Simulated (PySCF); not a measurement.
Input file for PySCF: R-M06-2X/6-31G* on AlClH3N (SMILES [NH2][AlH][Cl]), a point of a torsion scan.

```python
from pyscf import gto, scf, dft, mp
from pyscf.data.elements import chemcore

mol = gto.M(
    atom='''
    N    -0.99184098   -0.16850775   -0.02484644
    Al    0.70789211    0.34839974   -0.02484984
    Cl    1.34993921    2.27215790    0.00061724
    H    -1.43973272   -0.74562505    0.67451830
    H    -1.71098377    0.11731077   -0.67911699
    H     1.77300829   -0.73877494   -0.03115909
    ''',
    basis='6-31g*',
    cart=True,
    charge=0, spin=0, verbose=3, max_memory=1800)
mf = dft.RKS(mol, xc='m062x')
mf.conv_tol = 1e-8
mf.max_cycle = 100
mf.kernel()
if not mf.converged:
    mf = mf.newton().run(mf.mo_coeff, mf.mo_occ)
```

The log:

```
converged SCF energy = -759.168626386867
```

The calculation finished and met its thresholds.

Cost: around 10 core-seconds (rough).
